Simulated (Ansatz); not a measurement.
Abridged output of a molecular run in Ansatz:

```
Functional definition: HF
3285 factors; integrals over basis functions are off by at most 1.2e-3 eV
mean field evaluation 1: about -14378.4025 eV, gradient 7.4e1 eV
mean field evaluation 2: about -14378.8863 eV, gradient 7.4e1 eV
mean field evaluation 4: about -14390.6534 eV, gradient 6.5e0 eV
mean field evaluation 8: about -14390.8096 eV, gradient 4.1e-1 eV
mean field evaluation 16: about -14390.8104 eV, gradient 1.2e-6 eV
mean field -14390.81040262 eV, -528.8525278547 hartree, gradient 1.2e-6 eV, S^2 0.000000; 0 other end points of the search recorded, 0 dependent functions left out
10 core orbitals not correlated: weight in the atoms' cores, before any rotation towards them, 1.000 or more for the frozen orbitals, at most 0.000 for the correlated occupied ones
reference -14390.81040262 eV, -528.8525278547 hartree; 35, 35 occupied and 503, 503 virtual orbitals, 3285 factors
second order -59.62526874 eV of doubles, -0.00000000 eV of singles
cycle   1  -58.76446953 eV  change    8.6e-1 eV  update   1.9e-1
cycle   2  -60.16195281 eV  change    -1.4e0 eV  update   6.4e-2
cycle   3  -60.53172589 eV  change   -3.7e-1 eV  update   3.1e-2
cycle   4  -60.52320457 eV  change    8.5e-3 eV  update   8.8e-3
cycle   5  -60.51399791 eV  change    9.2e-3 eV  update   4.1e-3
cycle   6  -60.51663209 eV  change   -2.6e-3 eV  update   1.6e-3
cycle   7  -60.51657606 eV  change    5.6e-5 eV  update   5.8e-4
cycle   8  -60.51603463 eV  change    5.4e-4 eV  update   2.4e-4
cycle   9  -60.51611204 eV  change   -7.7e-5 eV  update   7.6e-5
cycle  10  -60.51620429 eV  change   -9.2e-5 eV  update   3.3e-5
cycle  11  -60.51612786 eV  change    7.6e-5 eV  update   1.4e-5
perturbative correction -2.78323581 eV, -0.1022820293 hartree
Total energy: -14454.10976628 eV, -531.1787365635 hartree
```

Its atoms:

Cartesian coordinates in Å:
```
C -0.590 -2.095 1.667
C -0.665 -2.273 0.157
C -0.037 -1.167 -0.635
C -0.620 -0.498 -1.735
C 0.303 0.441 -2.235
C 1.473 0.359 -1.451
C 1.266 -0.630 -0.464
Hf -0.291 1.229 0.133
N -0.047 3.081 -0.689
N 0.542 1.512 1.979
F -2.146 0.923 0.600
H -1.175 -1.228 1.988
H 0.440 -1.956 2.005
H -0.993 -2.970 2.182
H -0.179 -3.216 -0.120
H -1.711 -2.368 -0.147
H -1.625 -0.660 -2.098
H 0.136 1.116 -3.062
H 2.364 0.959 -1.570
H 1.978 -0.924 0.293
H -0.339 3.905 -0.180
H 0.264 3.360 -1.606
H 0.299 1.010 2.821
H 1.349 2.089 2.168
```

Question: Which basis set was used?
A. cc-pV(D+d)Z
B. def2-QZVPP
C. def2-TZVPP
D. def2-TZVPPD

Answer: C. It gives 548 functions.

Question: Write the keys of the input that set method, charge and spin (a neutral closed shell needs none for the last two).

Answer: 
```yaml
correlation: {method: ccsd_t}
```
